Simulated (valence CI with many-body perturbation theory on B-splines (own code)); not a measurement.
E1 transitions of Xe40+

Calculated by configuration interaction combined with many-body perturbation theory (CI+MBPT): four valence electrons over a frozen Dirac-Fock core [Ne], radial functions for each j: 11 s, 11 p, 9 d, 7 f, 5 g, 2 h, 1 i, with the one-electron correlation potential Σ1 (screened to all orders), the two-electron term Σ2, the three-electron term Σ3, Breit, model QED; selected single and double excitations, second order for the rest (own B-spline code, finite nucleus).

The last digits are not significant, and no measured levels were compared; by estimate large intervals hold to a few tenths of a per cent, small ones and those within an open d or f shell to about a per cent.

Lines 201 to 227 of 227 in falling wavelength, among levels below 34.934 Ry, chosen from the strongest by gf and those to the six lowest levels. Wavelengths and rates use the calculated energies. Electric multipoles are in the length gauge, E1 and E2 with the static RPA response of the core. Weak lines are less certain than strong ones. Lines between different terms over intervals too small for the method are left out, as are lines whose strength nearly cancels. The highest levels of a list are the least certain.

Levels are named by their leading jj configuration (3d3/2^4 stands for four electrons in 3d with j = 3/2), which in mixed levels can hold well under half, so a name can repeat and another be missing. Letters in brackets count levels of one name in rising energy.

```tsv
λ vac (Å)	Upper	Lower	A (s⁻¹)	log gf	Branch %
49.34	(3s 3p1/2 3p3/2 3d5/2) J=3 [a]	(3s 3p1/2^2 3p3/2) J=2	4.63e+10	-0.93	40.1
48.97	(3s 3p1/2 3p3/2 3d3/2) J=1 [c]	(3s 3p1/2^2 3p3/2) J=2	8.10e+08	-3.06	0.3
48.92	(3p1/2 3p3/2^3) J=2	(3s^2 3p1/2 3d3/2) J=2	2.68e+10	-1.32	6.7
47.88	(3s 3p1/2 3p3/2 3d5/2) J=2 [b]	(3s 3p1/2^2 3p3/2) J=2	3.30e+10	-1.25	16.1
47.40	(3s 3p1/2 3p3/2 3d5/2) J=3 [b]	(3s 3p1/2^2 3p3/2) J=2	8.68e+10	-0.69	33.2
47.04	(3s 3p1/2 3p3/2 3d5/2) J=0	(3s 3p1/2^2 3p3/2) J=1	1.57e+11	-1.28	40.4
46.96	(3s 3p1/2 3p3/2 3d3/2) J=1 [d]	(3s 3p1/2^2 3p3/2) J=2	9.13e+06	-5.04	0.0
46.49	(3s^2 3p3/2 3d5/2) J=3	(3s^2 3p1/2 3p3/2) J=2	1.35e+10	-1.51	5.3
46.09	(3s 3p1/2 3p3/2 3d5/2) J=3 [c]	(3s 3p1/2^2 3p3/2) J=2	5.18e+09	-1.94	2.2
46.03	(3s 3p1/2 3p3/2 3d3/2) J=2 [e]	(3s 3p1/2^2 3p3/2) J=2	1.37e+10	-1.66	2.3
45.94	(3s^2 3p3/2 3d5/2) J=1	(3s^2 3p1/2 3p3/2) J=2	1.04e+10	-2.00	6.0
45.71	(3s 3p1/2 3p3/2 3d5/2) J=1 [b]	(3s 3p1/2^2 3p3/2) J=2	6.18e+09	-2.24	4.4
44.91	(3s 3p1/2 3p3/2^2) J=1 [a]	(3s^2 3p1/2^2) J=0	1.15e+10	-1.98	8.2
44.88	(3s^2 3p3/2 3d5/2) J=1	(3s^2 3p1/2 3p3/2) J=1	1.39e+09	-2.90	0.8
44.34	(3s 3p1/2 3p3/2 3d5/2) J=1 [c]	(3s 3p1/2^2 3p3/2) J=2	1.39e+09	-2.91	0.6
44.26	(3s 3p3/2^3) J=2	(3s^2 3p1/2 3p3/2) J=2	1.80e+09	-2.58	0.5
44.13	(3s 3p1/2 3p3/2 3d5/2) J=3 [d]	(3s 3p1/2^2 3p3/2) J=2	1.02e+10	-1.68	3.0
44.08	(3s 3p1/2 3p3/2 3d5/2) J=2 [c]	(3s 3p1/2^2 3p3/2) J=2	9.79e+08	-2.85	0.4
43.27	(3s 3p1/2 3p3/2^2) J=1 [b]	(3s^2 3p1/2^2) J=0	1.04e+08	-4.06	0.0
43.27	(3s 3p3/2^3) J=2	(3s^2 3p1/2 3p3/2) J=1	1.07e+09	-2.82	0.3
43.16	(3s 3p1/2 3p3/2 3d5/2) J=2 [d]	(3s 3p1/2^2 3p3/2) J=2	1.86e+10	-1.59	3.8
41.64	(3s 3p3/2^3) J=1	(3s^2 3p1/2 3p3/2) J=2	4.43e+08	-3.46	0.1
41.55	(3p1/2 3p3/2^3) J=2	(3s 3p1/2^2 3p3/2) J=2	7.39e+08	-3.02	0.2
40.76	(3s 3p3/2^3) J=1	(3s^2 3p1/2 3p3/2) J=1	1.04e+05	-7.11	0.0
38.62	(3s^2 3p3/2 3d3/2) J=1	(3s^2 3p1/2^2) J=0	1.67e+08	-3.95	0.0
35.41	(3s^2 3p3/2 3d5/2) J=1	(3s^2 3p1/2^2) J=0	1.51e+09	-3.07	0.9
32.80	(3s 3p3/2^3) J=1	(3s^2 3p1/2^2) J=0	2.27e+08	-3.96	0.0
```
